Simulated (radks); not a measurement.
Results of a calculation; reference values are marked as such.
All-electron atom: a nucleus of charge 48.9 with 47 electrons in [Kr] 4d10 5s1. Level of theory: scalar-relativistic Kohn-Sham, PBE, spin-unpolarised, spherical densities, finite nucleus; Fermi nuclear charge, rms radius 4.6087 fm (a radial shooting solver on a logarithmic mesh with Libxc functionals).

Unscreened Slater integrals over Kohn-Sham orbitals (cm^-1).

integral,value
"F0(5s,5s)",83524
"F0(5s,4d)",101780
"G2(5s,4d)",15416
"F0(5s,4p)",104860
"G1(5s,4p)",6791.3
"F0(5s,4s)",105720
"G0(5s,4s)",4518.3
"F0(4d,4d)",169580
"F2(4d,4d)",84483
"F4(4d,4d)",55319
"F0(4d,4p)",188010
"F2(4d,4p)",93304
"G1(4d,4p)",117940
"G3(4d,4p)",72244
"F0(4d,4s)",193810
"G2(4d,4s)",87672
"F0(4p,4p)",213440
"F2(4p,4p)",111860
"F0(4p,4s)",221950
"G1(4p,4s)",150700
"F0(4s,4s)",231690
